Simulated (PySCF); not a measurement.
CH6CdOSi, SMILES [CH3][Cd][O][SiH3].

The structure is a stationary point at PBE0-D3(BJ)/def2-SVP. The structure was generated by enumeration; whether it is a known compound was not checked. The def2 effective core potentials stand for the cores of Cd; spin–orbit coupling is left out. Other conformers were not sampled.

All values below come from PySCF with PBE/def2-TZVP.

Gas-phase values at a fixed geometry.

Computed frontier levels, gap, dipole moment and polarisability:
```json
{
 "highest_occupied_level": "-6.33 eV",
 "lowest_empty_level": "-1.70 eV",
 "orbital_gap": "4.64 eV",
 "dipole_moment": "3.26 D",
 "quadrupole, principal values (traceless, Buckingham form, about the centre of nuclear charge)": "-5.92, 2.55, 3.37 D·Å",
 "mean_static_polarisability": "76.1 bohr³ (11.27 Å³)",
 "polarisability_principal_values": "60.4, 60.4, 107.5 bohr³"
}
```
